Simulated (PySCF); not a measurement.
**Vibration and rotation of BeS**

RHF-CCSD(T) constants of BeS, ¹Σ⁺ (singlet), closed shell (basis Be def2-SVPD, S def2-SVPD; no relativity; PySCF 2.14; masses 9.0122 and 31.9721 u):

- ωe: 921.5 cm⁻¹
- ωexe: 5.85 cm⁻¹
- Be: 0.74748 cm⁻¹
- αe: 0.00679 cm⁻¹
- D (centrifugal): 1.97e-06 cm⁻¹
- De to Be + S: 2.49 eV

(1) Estimate the standard entropy (1 bar) and heat capacity of the ideal gas at 298.15 K, rigid rotor with B0 and harmonic oscillator at the fundamental.

Correlated steps freeze 5 core orbitals. Correlated levels converge slowly with the basis: in double zeta they bind strong bonds too weakly, by up to about 1 eV, and carry superposition errors of some tenths. Where the molecule has an RHF reference, its open-shell atoms are computed with UHF. The CCSD T1 diagnostic is raised, a sign that a single reference may not be enough here.

## Answers

(1) Translation (Sackur–Tetrode, M = 40.98 u): 155.2 J/(mol K). Rotation: q = kT/(σB0) = 278 with σ = 1, 55.1. Vibration: x = hcν0/kT = 4.39, 0.56. S° = 210.8 J/(mol K); Cp = 7R/2 + 2.04 = 31.1 J/(mol K).
